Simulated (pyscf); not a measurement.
•H₂Ge–I, doublet

Gas-phase minimum from PySCF at ωB97X-D3(BJ)/def2-SVP, one conformer. 

SMILES: [GeH2][I]
```xyz
4

Ge     0.6430    -0.0793    -0.6322
I     -0.3700     0.1738    -2.8926
H      0.2159     1.1370     0.2181
H      0.1116    -1.3930    -0.0187
```
Charge 0, spin multiplicity 2.

Bonded distances (Å): Ge1–I2 2.490, Ge1–H3 1.544, Ge1–H4 1.544. Angles (°): I2–Ge1–H3 107.9, I2–Ge1–H4 107.9, H3–Ge1–H4 110.9.

Properties at ωB97X-D3(BJ)/def2-SVP:

| Quantity | Value |
|---|---|
| Harmonic wavenumbers, unscaled | 271, 560, 632, 848, 2114, 2149 cm⁻¹ |
| Zero-point energy | 9.4 kcal/mol |
| Rotational symmetry number | 1 |
| Entropy of this conformer at 298 K and 1 atm, rigid rotor and harmonic oscillator, modes under 100 cm⁻¹ raised to 100 | 293.8 J/(mol K) |
| Dipole moment | 1.41 D |
| Spin expectation value S2 | 0.753 |

Single-point totals, which compare only within one level (frozen core for MP2 and CC):

```
level                   total energy (hartree)
----------------------  ----------------------
ωB97X-D3(BJ)/def2-TZVP             -2375.95385
PBE/def2-TZVP                      -2375.57621
r²SCAN/def2-TZVP                   -2376.01501
B3LYP-D3(BJ)/def2-TZVP             -2376.05804
PBE0-D3(BJ)/def2-TZVP              -2375.66075
M06-2X/def2-TZVP                   -2375.83177
ωB97M-D3(BJ)/def2-TZVP             -2376.00385
UHF/def2-TZVPP                     -2373.20110
MP2/def2-TZVPP                     -2373.93368
CCSD/def2-TZVPP                    -2373.91497
CCSD(T)/def2-TZVPP                 -2373.93390
```

The CCSD(T) − MP2 part came from Ansatz, without density fitting, on the same reference. The frozen core leaves the outer d or s,p core shells of the metals and heavy elements correlated in the MP2 and CC values, and def2-TZVPP describes them poorly, so these totals are far from the basis limit. Elements up to Kr have no core potential and no relativistic terms here. Elements past Kr carry the def2 core potentials, without spin-orbit coupling.
